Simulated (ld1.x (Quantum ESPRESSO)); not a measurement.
# An all-electron radial function and its pseudo partner (Zn)

Columns: radius, all-electron u(r) and pseudo u(r) of the 3d shell (level -30.86 eV) of zinc in the configuration [Ne] 3s2 3p6 3d10 4s0 4p0; PBE, scalar-relativistic, TM scheme, ld1.x (Quantum ESPRESSO) 7.5.

```json
{"r (bohr)": "0.068", "all-electron": "0.0513", "pseudo": "0.0066"}
{"r (bohr)": "0.135", "all-electron": "0.2278", "pseudo": "0.0492"}
{"r (bohr)": "0.202", "all-electron": "0.4558", "pseudo": "0.1515"}
{"r (bohr)": "0.270", "all-electron": "0.6710", "pseudo": "0.3199"}
{"r (bohr)": "0.338", "all-electron": "0.8387", "pseudo": "0.5345"}
{"r (bohr)": "0.405", "all-electron": "0.9515", "pseudo": "0.7566"}
{"r (bohr)": "0.473", "all-electron": "1.0178", "pseudo": "0.9539"}
{"r (bohr)": "0.540", "all-electron": "1.0443", "pseudo": "1.0915"}
{"r (bohr)": "0.608", "all-electron": "1.0422", "pseudo": "1.1611"}
{"r (bohr)": "0.675", "all-electron": "1.0202", "pseudo": "1.1658"}
{"r (bohr)": "0.742", "all-electron": "0.9854", "pseudo": "1.1232"}
{"r (bohr)": "0.810", "all-electron": "0.9420", "pseudo": "1.0518"}
{"r (bohr)": "0.878", "all-electron": "0.8942", "pseudo": "0.9698"}
{"r (bohr)": "0.945", "all-electron": "0.8453", "pseudo": "0.8906"}
{"r (bohr)": "1.013", "all-electron": "0.7954", "pseudo": "0.8181"}
{"r (bohr)": "1.080", "all-electron": "0.7470", "pseudo": "0.7562"}
{"r (bohr)": "1.148", "all-electron": "0.6995", "pseudo": "0.7021"}
{"r (bohr)": "1.215", "all-electron": "0.6545", "pseudo": "0.6549"}
{"r (bohr)": "1.283", "all-electron": "0.6110", "pseudo": "0.6110"}
{"r (bohr)": "1.350", "all-electron": "0.5704", "pseudo": "0.5704"}
{"r (bohr)": "1.418", "all-electron": "0.5314", "pseudo": "0.5314"}
{"r (bohr)": "1.485", "all-electron": "0.4953", "pseudo": "0.4953"}
{"r (bohr)": "1.553", "all-electron": "0.4608", "pseudo": "0.4608"}
{"r (bohr)": "1.620", "all-electron": "0.4290", "pseudo": "0.4290"}
{"r (bohr)": "1.688", "all-electron": "0.3986", "pseudo": "0.3986"}
{"r (bohr)": "1.755", "all-electron": "0.3707", "pseudo": "0.3707"}
```

**Question.** How many radial nodes do the two functions have?

**Answer.** The all-electron 3d function has n − l − 1 = 0; the pseudo-wave has 0.

**Question.** At about which radius was the pseudo-wave matched?

**Answer.** 1.35 bohr. The columns agree to 0.0005 from 1.22 bohr on; several derivatives are matched, so the curves merge somewhat inside the radius.

**Question.** Is the pseudo-wave norm-conserving?

**Answer.** Yes: the TM scheme keeps the norm inside the radius equal to the all-electron one, which fixes the energy derivative of the logarithmic derivative at the level.
